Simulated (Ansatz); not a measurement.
Ansatz results at the PBE0-D4/def2-TZVP geometry: LUMO energy (PBE0/def2-TZVPP) -1.69 eV; LUMO energy (ωB97M-V/def2-TZVPP) -0.23 eV; HOMO energy (PBE0/def2-TZVPP) -6.51 eV.

Each molecule was computed in one conformer, which needn't be the lowest.

**Question.** Which molecule gave them?
A. `O[SiH](F)CCl`
B. `N[SiH]([AsH2])C=O`
C. `N[SiH2]CCF`
D. `C=C[O][InH][F]`

**Answer.** D. The others give `N[SiH]([AsH2])C=O`: -1.52, 0.68, -6.64; `N[SiH2]CCF`: 0.37, 1.88, -7.51; `O[SiH](F)CCl`: -0.13, 1.83, -8.43.
